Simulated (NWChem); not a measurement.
SbF2 cation; SMILES [F][Sb+][F]

Results from NWChem. All runs use the structure optimised with PBE0/def2-SVP. def2 effective core potentials on Sb; no spin-orbit coupling. Total energies compare along this basis series because the functional is fixed.

```
level            basis functions  energy (Ha)  highest occupied level (eV)  orbital gap (eV)  relative time
---------------  ---------------  -----------  ---------------------------  ----------------  -------------
PBE0/def2-SVP                 54    -439.2938                       -17.29              6.21              1
PBE0/def2-SVPD                78    -439.3166                       -17.48              6.30              1
PBE0/def2-TZVP               112    -439.5702                       -17.39              6.31              4
PBE0/def2-TZVPP              112    -439.5702                       -17.39              6.31              3
PBE0/def2-QZVP               196    -439.5864                       -17.38              6.33              7
```

Relative times are rough (shared machine, one core).
